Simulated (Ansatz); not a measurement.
GeS2⁺. Charge 1, multiplicity 2. Geometry r2SCAN-D4/def2-TZVP, basis def2-TZVP, Ansatz.

Cartesian coordinates in Å:
```
Ge 0.0000 0.0000 0.0001
S -1.4564 1.3866 -0.1976
S 1.4564 -1.3866 0.1975
```

```json
{"run": "A", "HOMO (eV)": "-13.07", "LUMO (eV)": "-12.55"}
{"run": "B", "HOMO (eV)": "-13.96", "LUMO (eV)": "-11.87"}
{"run": "C", "HOMO (eV)": "-12.81", "LUMO (eV)": "-12.65"}
{"run": "D", "HOMO (eV)": "-14.93", "LUMO (eV)": "-10.87"}
{"run": "E", "HOMO (eV)": "-16.23", "LUMO (eV)": "-10.07"}
```

Another isomer (doublet) lies 1.71 eV lower at PBE0-D4/def2-TZVP; other spin states weren't run for this one.

HOMO and LUMO are taken over both spins.

Task: The runs used BHLYP, PBE, PBE0, r2SCAN, ωB97X-V. Estimate which is which.

Result: A r2SCAN (0 % exact exchange); B PBE0 (25 % exact exchange); C PBE (0 % exact exchange); D BHLYP (50 % exact exchange); E ωB97X-V (range-separated). Exact exchange lowers occupied and raises empty levels; among semilocal functionals meta-GGAs tend to open the gap a little, and such runs are hard to tell apart. The gap grows from 0.15 eV (PBE) to 6.16 eV (ωB97X-V). At BHLYP-D4/def2-TZVP, ωB97X-V/def2-TZVP the charge 1 doublet is spin-contaminated (final ⟨S²⟩ up to 0.85, 0.75 for a pure state).
